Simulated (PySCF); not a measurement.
**Orbital energies and ionisation energy**

Compound: SiHMe2(vinyl), C4H10Si.
Z-matrix (Å and degrees, PBE0-D3(BJ)/def2-SVP geometry), rows numbered from 1:
```
Si
H   1  1.4999
C   1  1.8819  2  109.68
H   3  1.1006  1  111.08  2    59.50
H   3  1.1015  1  111.01  2   -60.86
H   3  1.1018  1  110.72  2   179.42
C   1  1.8819  2  109.72  3  -120.65
H   7  1.1014  1  111.09  2    63.42
H   7  1.1007  1  111.02  2   -56.96
H   7  1.1018  1  110.67  2  -176.80
C   1  1.8749  2  107.16  3   119.73
C  11  1.3383  1  124.03  2    -0.57
H  11  1.0997  1  118.40  2   179.41
H  12  1.0965 11  121.61  1     0.12
H  12  1.0962 11  122.39  1  -179.91
```

Level: B3LYP/def2-SVPD (PySCF). Frontier orbitals with their largest atomic shares (Löwdin; up to four atoms above 4 %):

| orbital | ε (eV) | main atoms |
| --- | --- | --- |
| HOMO−3 | -8.71 | C3 23 %, C7 22 %, Si1 19 %, C11 9 % |
| HOMO−2 | -8.62 | H2 31 %, Si1 30 %, C7 12 %, C3 11 % |
| HOMO−1 | -8.29 | C11 30 %, Si1 18 %, C12 14 %, C3 7 % |
| HOMO | -7.47 | ? |
| LUMO | -0.49 | C12 37 %, C11 33 %, Si1 6 %, H15 5 % |
| LUMO+1 | 0.46 | Si1 18 %, C7 16 %, C3 15 %, H8 8 % |
| LUMO+2 | 0.92 | C12 32 %, H15 17 %, C11 11 %, H14 9 % |

Task: What vertical ionisation energy does ΔSCF give, and how far is −ε(HOMO) from it?

Result: ΔSCF: 9.60 eV (927 kJ/mol; threshold wavelength 129 nm); ⟨S²⟩ of the doublet left behind is 0.756, against 0.75 for a pure doublet. −ε(HOMO) is 7.47 eV, 2.13 eV below it. For the exact functional −ε(HOMO) would equal the first vertical ionisation energy; B3LYP (global hybrid, 20 % exact exchange) falls short of its own ΔSCF value by 22 %.

Task: On which atoms does the HOMO lie?

Result: C12 (carbon bonded to C and 2 H) 35 %, C11 (carbon bonded to C, Si and H) 34 %, Si1 (silicon bonded to 3 C and H) 6 %, C3 (carbon bonded to Si and 3 H) 6 %, so no atom holds as much as 40 %. The HOMO−1 lies 0.82 eV lower.

Task: What kinetic energy would electrons from this vertical process carry with 118.2 nm light (10.49 eV)?

Result: 10.49 − 9.60 = 0.89 eV.

Task: With α = 78.5 au, estimate the like-pair dispersion coefficient by London's formula C6 = (3/4)α²I.

Result: I = 0.3529 Eh, so C6 ≈ 1630 au, a rough estimate.

Task: How many of the 10 lowest singlet excitations (vertical TDDFT, same level) lie below the ionisation energy?

Result: All 10; they run from 6.48 to 8.25 eV.

Task: Shift the occupied levels rigidly so that −ε(HOMO) equals the ΔSCF value. What binding energies result?

Result: The shift is +2.13 eV: HOMO 9.60, HOMO−1 10.42, HOMO−2 10.75, HOMO−3 10.84 eV. A rigid shift is only a rough guide to the deeper ionisations.

The structure is a single PBE0-D3(BJ)/def2-SVP conformer in the gas phase; no vibrational or solvent corrections.
